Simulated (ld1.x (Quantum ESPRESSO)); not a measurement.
What one change does to a pseudopotential (Ag, PAW)

- Element: silver
- Generator: ld1.x (Quantum ESPRESSO) 7.5
- Type: PAW
- Functional: BP86
- Relativity: scalar-relativistic
- Frozen core: [Kr]
- Valence charge: 11
- Reference configuration: 4d10 5s1 5p0
- Partial waves: 5s (bound): rcut 1.95, rcutus 2.20 bohr; 5s channel at 0.25 Ry: rcut 1.95, rcutus 2.20 bohr; 5p (bound, empty): rcut 3.50, rcutus 4.50 bohr; 5p channel at 1.4 Ry: rcut 3.50, rcutus 4.50 bohr; 4d (bound): rcut 1.40, rcutus 1.80 bohr; 4d channel at -0.1 Ry: rcut 1.40, rcutus 1.80 bohr
- Local potential: all-electron potential smoothed inside 1.70 bohr (lloc = -2)
- Core correction: Bessel-smoothed model core inside 1.45 bohr
- Augmentation charge: GAUSS, radius 1.10 bohr

Change: wave 5p channel at 1.4 Ry: rcut 3.50, rcutus 4.50 bohr becomes 5p channel at 4.91 Ry: rcut 3.50, rcutus 4.50 bohr.

Cutoffs: the cutoffs (Ry, on a coarse ladder) from which the occupation-weighted sum of valence levels, in a spherical-Bessel basis at the reference potential, stays within 10 and 1 mRy of its value at 400 Ry; they do not see the model core or the augmentation charge, which bear on the density cutoff. Errors are all-electron minus pseudo energies relative to the spin-unpolarised reference configuration.

Q: How do hardness, ghosts and transferability respond?

A: The potential gets neither clearly harder nor softer (35 Ry and 55 Ry → 35 Ry and 55 Ry); a bound ghost appears in p, which as a rule spoils a file; the errors of the 7 common tests hardly move; the range in which the p phases agree narrows (upper end 2.4 → 0.2).

| quantity | base | changed |
| --- | --- | --- |
| cutoff, loose | 35 Ry | 35 Ry |
| cutoff, tight | 55 Ry | 55 Ry |
| bound ghosts | none | p |
| error for 4d10 5s0 5p0, meV [ΔE 7.90 eV] | -3.9 | -3.9 |
| error for 4d9 5s0 5p0, meV [ΔE 30.12 eV] | -51 | -51 |
| error for 4d8 5s0 5p0, meV [ΔE 66.40 eV] | -319 | -319 |
| error for 4d9 5s2 5p0, meV [ΔE 4.01 eV] | -41 | -41 |
| error for 4d10 5s0 5p1, meV [ΔE 3.93 eV] | +0.9 | +0.7 |
| error for 4d9 5s1 5p0, meV [ΔE 13.29 eV] | -41 | -41 |
| error for 4d10 5s0.5 5p0, meV [ΔE 3.10 eV] | -1.2 | -1.1 |
| s: phases at 4.92 bohr within 0.05 rad from the reference energy up to (Ry; the scan ends near 5) | 1.6 | 1.6 |
| p: phases at 4.92 bohr within 0.05 rad from the reference energy up to (Ry; the scan ends near 5) | 2.4 | 0.2 |
| d: phases at 4.92 bohr within 0.05 rad from the reference energy up to (Ry; the scan ends near 5) | to the end of the scan | to the end of the scan |
| lowest overlap eigenvalue by channel | s 0.47, p 0.92, d 0.96 | s 0.47, p 0.00, d 0.96 |

 A true bound ghost makes a file unfit for plane-wave use even where its test errors are small: the radial tests pick states by their node count and pass the ghost by.
